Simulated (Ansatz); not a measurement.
`C=C([SiH3])C[SiH3]` + H₂ → `C=C(C)[SiH3]` + SiH₄ at 298.15 K and 1 bar (hydrogenolysis of a C–Si bond).

Calculated with Ansatz (gas phase, PBE0-D4/def2-TZVP geometries, no zero-point term in ΔE). CBS: MP2 limit from def2 TZ/QZ plus the TZ coupled-cluster correction, frozen cores. This one scheme is used for every species. One conformer a species, not always the lowest.

```
             species  CCSD(T)/CBS energy (Eh)  H − E (kJ/mol)  S (J/(mol·K))
`C=C([SiH3])C[SiH3]`               -698.30281           313.3          372.8
                  H₂                 -1.17544            35.1          130.4
      `C=C(C)[SiH3]`               -408.02495           268.0          318.7
                SiH₄               -291.46306            92.1          204.8
```

H − E and S are ideal-gas, rigid-rotor, harmonic terms from PBE0-D4/def2-TZVP, for one conformer and one mirror image of each species. The MP2-based limit puts H₂ 0.8 mEh under its directly extrapolated value; such offsets cancel only in part. 1 Eh = 2625.50 kJ/mol, R = 8.31446 J/(mol·K).

Question: By hand: ΔE, ΔH, ΔS and ΔG.

Answer: ΔE = (-408.02495) + (-291.46306) − (-698.30281) − (-1.17544) = -0.00976 Eh = -25.6 kJ/mol. Δ(H − E) = 268.0 + 92.1 − 313.3 − 35.1 = 11.7, so ΔH = -13.9 kJ/mol. ΔS = 318.7 + 204.8 − 372.8 − 130.4 = 20.3 J/(mol·K). ΔG = -13.9 − 298.15 × (20.3)/1000 = -20.0 kJ/mol.

Question: By hand: the equilibrium constant, and the temperature at which ΔG would vanish if ΔH and ΔS stayed fixed.

Answer: log₁₀ K = −ΔG/(RT ln 10) = 3.5. ΔH and −TΔS have one sign here, so there is no such temperature.

TΔS isn't small against ΔH here. A doubt of 5 kJ/mol in ΔE shifts log₁₀ K by 0.9 here. Other conformers and mirror images would add mixing entropy, several J/(mol·K) or more a flexible species. Modes under 60 cm⁻¹, often nearly free rotors, make the harmonic entropy too high. These are equilibria of isolated gas molecules and say nothing of rates. Largest T1 diagnostic: 0.011 (customary marks: 0.02 for closed shells, 0.045 for open ones).
